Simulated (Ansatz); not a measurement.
Computed with Ansatz on PBE0-D4/def2-TZVP structures; ΔE is electronic, products minus reactants. CCSD(T)/CBS adds triple-zeta CCSD(T) − MP2 to the extrapolated MP2 energy (def2 sets, frozen cores). This one scheme is used for every species. Functionals use def2-TZVPP. For Ga outer-core shells are correlated without core-valence functions, which leaves a few kJ/mol of doubt a bond. Scalar relativity is left out up to krypton. One conformer a species, not always the lowest.

Consider the formal exchange of groups at the Si–Ga bond: `C#C[SiH2][GaH2]` + CH₃OH → `C#C[SiH2]CO` + `[GaH3]`.

```csv
species,revPBE-D4 energy (Eh)
`C#C[SiH2][GaH2]`,-2293.31846
CH₃OH,-115.74268
`C#C[SiH2]CO`,-482.56410
`[GaH3]`,-1926.48442
```

Work out ΔE.

ΔE = (-482.56410) + (-1926.48442) − (-2293.31846) − (-115.74268) = 0.01262 Eh = +0.34 eV. CCSD(T)/CBS gives +0.33 eV.

What do rigid-rotor, harmonic-oscillator terms from PBE0-D4/def2-TZVP frequencies (298.15 K, 1 bar) make of the CCSD(T)/CBS value? (Estimate.)

Computed: ΔZPE = -0.09 eV, ΔH = +0.23 eV, ΔS = -37 J/(mol·K), ΔG = +0.34 eV. Modes under 50 cm⁻¹ make the entropy rough.

Largest T1 diagnostic among the species: 0.014.

Leaving LDA and LC-ωPBE aside and taking each functional with its dispersion term where it has one, the values, not all of them listed here, spread over 0.13 eV, from ωB97M-V to HSE06-D4. LDA lies −0.10 eV from PBE without D4. From BLYP to BHLYP (50 % exact exchange), in def2-TZVPP and without D4, ΔE moves by −0.04 eV.
